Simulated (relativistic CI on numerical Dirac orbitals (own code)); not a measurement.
**Pb III: what numerical and physical settings do to a radial Dirac CI calculation**

Reference input:

```
atom Pb  Z=82  charge=2  electrons=80
nucleus A=208  rms_radius_fm=5.5012
hamiltonian dirac-coulomb  breit=on  qed=on  c_scale=1
orbitals kli  potential=per-configuration
slater_scale 1
correlation none
mixing on
grid step=0.0125 r_max=107.9
scf mixing=0.4 start=green max_iterations=150 tolerance=2e-08 node_fill=0.05
configurations
  [Xe] 4f14 5d10 6s2
  [Xe] 4f14 5d10 6s 6p
  [Xe] 4f14 5d10 6p2
  [Xe] 4f14 5d10 6s 6d
  [Xe] 4f14 5d10 6s 7s
end
```

Computed lowest total energy -20871.18339 Ha, first excitation 53404.6 cm⁻¹, 60 SCF steps. Runs with settings changed; * marks those that are bad on purpose (the QED terms keep the true α when c is scaled):

```csv
Changed,Outcome,Lowest level,ΔE (Ha),First excitation (cm⁻¹),SCF steps,Message
QED terms off,converged,6s² ¹S0,-17,53708.4,60,
"SCF tolerance 1e-06, Breit term off, nuclear radius 6.0513 fm",converged,6s² ¹S0,-23.8,53209.8,55,
SCF mixing 0.2,converged,6s² ¹S0,1.85e-09,53404.6,70,
"Breit term off, speed of light × 2",converged,6s² ¹S0,1060,45019.5,60,
configuration list: no such shell *,refused,,,,0,configuration [Xe] 4f14 5d10 6s 2d: l must be smaller than n
node fill of the KLI weights 50 *,converged,6s² ¹S0,1.58,55427.2,70,
```

With so few configurations and no correlation, terms lie too far apart (by 10 to 50 % near neutrality), their order can be wrong, and levels of other configurations are missing.
